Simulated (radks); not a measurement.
Values are calculated unless marked as measured or tabulated.
Question: Br XX, configuration [Ne] 3s2 3p3 7p1 (not the ground configuration). Code: a radial shooting solver on a logarithmic mesh with Libxc functionals. Model: scalar-relativistic Kohn-Sham, PBE, spin-polarised, spherical densities, finite nucleus; open shells are filled with parallel spins first; Fermi nuclear charge, rms radius 4.1629 fm. Some entries of the table are withheld. Estimate them.

| orbital | occ. | eigenvalue (eV) | <r^2> (bohr^2) |
|---|---|---|---|
| 1s up | 1 | -14139.54 | 0.002461 |
| 1s down | 1 | -14135.79 | 0.002460 |
| 2s up | 1 | -2533.168 | (1) |
| 2s down | 1 | -2530.213 | (2) |
| 2p up | 3 | -2335.024 | 0.03258 |
| 2p down | 3 | -2330.801 | 0.03254 |
| 3s up | 1 | -898.6526 | 0.2567 |
| 3s down | 1 | -884.2356 | 0.2587 |
| 3p up | 3 | -835.1306 | 0.2494 |
| 3p down | 0 | -820.8217 | 0.2513 |
| 7p up | 1 | (3) | 11.64 |

Answer: 
(1) 2s up <r^2> (bohr^2): 0.04140
(2) 2s down <r^2> (bohr^2): 0.04130
(3) 7p up eigenvalue (eV): -122.8457
